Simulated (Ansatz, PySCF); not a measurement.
C2H5O, doublet, geometry from GFN2-xTB. Base run: PySCF with MP2/def2-SVP.

PySCF was given this input:
```python
from pyscf import gto, scf, mp

mol = gto.Mole()
mol.atom = '''
    C    -1.220038   -0.150186    0.221660
    C     0.181748    0.299559    0.363693
    O     1.077897   -0.191489   -0.560069
    H    -1.719962   -0.141015    1.189109
    H    -1.798048    0.492942   -0.454941
    H    -1.233907   -1.158120   -0.185891
    H     0.415411    1.237694    0.842061
    H     1.943067    0.204173   -0.421900
'''
mol.basis = 'def2-svp'
mol.charge = 0
mol.spin = 1
mol.verbose = 3
mol.build()

mf = scf.UHF(mol)
mf.kernel()

pt = mp.MP2(mf)
pt.kernel()
print('E(MP2) = %.10f' % pt.e_tot)
```

The same geometry, method and basis name were run in Ansatz (a quantum-chemistry and plane-wave program) and PySCF, at each program's defaults and at the settings that a row names. The base is PySCF at its defaults. Differences at the defaults can come from grids, fitting, cores and function types together.

```json
[
 {"code and settings": "PySCF, defaults (exact integrals, spherical functions, all electrons correlated)", "ΔE vs base (µEh)": "0.0", "basis functions": "67", "E (Eh)": "-153.79924", "SCF cycles": "12", "SCF-reference dipole (D)": "1.57"},
 {"code and settings": "Ansatz, defaults (factorised integrals, spherical functions, frozen core)", "ΔE vs base (µEh)": "8420", "basis functions": "67", "E (Eh)": "-153.79082", "SCF cycles": "-", "SCF-reference dipole (D)": "-"},
 {"code and settings": "PySCF, frozen core", "ΔE vs base (µEh)": "8416", "basis functions": "67", "E (Eh)": "-153.79082", "SCF cycles": "12", "SCF-reference dipole (D)": "1.57"},
 {"code and settings": "Ansatz, high accuracy, frozen core", "ΔE vs base (µEh)": "8416", "basis functions": "67", "E (Eh)": "-153.79082", "SCF cycles": "-", "SCF-reference dipole (D)": "-"}
]
```

Open shells are given as the SCF converged; they aren't shown to be the lowest states, and a large step between rows can be another state.
